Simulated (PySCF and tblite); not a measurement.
The numbers below are computed, except where a source is named.
System: C5HClN2O2, numbered as in [N:1]#[C:2][C:3](=[O:4])/[C:5]([Cl:6])=[C:7](/[OH:8])[C:9]#[N:10].

For the rotation about the C7–O8 bond (torsion C5–C7–O8–H from 0° to 180°, rising): electronic barrier 7.54 kcal/mol, zero-point change -0.96 kcal/mol, thermal and entropy terms at 298.15 K a further -0.08 kcal/mol (symmetry numbers apart). The minimum is Cs, the saddle C1. Geometries: GFN2-xTB; energies: CAM-B3LYP/pcSseg-1 + D3(BJ); zero-point and thermal terms from GFN2-xTB harmonic modes (soft modes blended into free rotors). Rates follow Eyring's equation with the number of equivalent paths and no tunnelling. Programs: tblite and PySCF.

**Question.** How many equivalent paths lead out of the minimum?

**Answer.** 2: the symmetry number of the minimum is 1, that of the saddle displaced along its mode 1, and the displaced saddle is chiral while the minimum is not, which doubles the count.

**Question.** Work out the rate at 298.15 K.

**Answer.** ΔG‡ = 6.50 kcal/mol; k_B T/h = 6.2×10¹² s⁻¹; exp(−ΔG‡/RT) = 1.7×10⁻⁵; times 2 gives k = 2.2×10⁸ s⁻¹. Wigner's tunnelling factor for the 560i cm⁻¹ mode would be 1.30.
